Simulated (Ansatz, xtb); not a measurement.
# A geometry optimisation of C2H4FSi+ with r2SCAN-D4/def2-SVP

The starting geometry of this gas-phase singlet was built from a drawn formula by distance geometry and a force field; its bonds are those of `FC=[C+][SiH3]`.

```xyz
8

C    -1.1201   -1.9183   -1.5819
C    -0.0345   -1.2975   -1.2409
F    -1.6975   -2.8145   -0.7139
Si    1.5237   -0.3999   -0.8097
H    -1.7012   -1.8316   -2.4971
H     1.9167    0.4975   -1.9138
H     1.2977    0.3932    0.4507
H     2.6168   -1.3870   -0.5358
```

Problem. Predict what becomes of its bonds when it is optimised with r2SCAN-D4/def2-SVP.

Solution. It rearranges to `F/C=C\[SiH2+]`. Contacts that open: Si4–H6 (1.48 → 2.51 Å). Contacts that close: C2–H6 (2.74 → 1.10 Å).

The energy falls by 3.09 eV over 27 steps:

```
step  E − E(last) (eV)
   1             3.088
   4             2.733
   7             2.576
  10             2.209
  13             1.851
  15             1.210
  18             0.696
  21             0.286
  24             0.014
  27             0.000
```

Final geometry (Å):

```xyz
8

C    -0.6858   -1.7495   -1.7261
C     0.0836   -0.6546   -1.4490
F    -0.4518   -2.9086   -1.1902
Si    1.4809   -0.6635   -0.3421
H    -1.5486   -1.7537   -2.4071
H    -0.2010    0.2761   -1.9553
H     2.2266    0.5911   -0.1300
H     1.8977   -1.8954    0.3573
```

From the same start GFN2-xTB reaches the same bonding as this run.

The end wasn't checked by frequencies. Run with Ansatz 0.2.0, 2.4 min on 1 thread of AMD EPYC (Zen 3) (shared host).
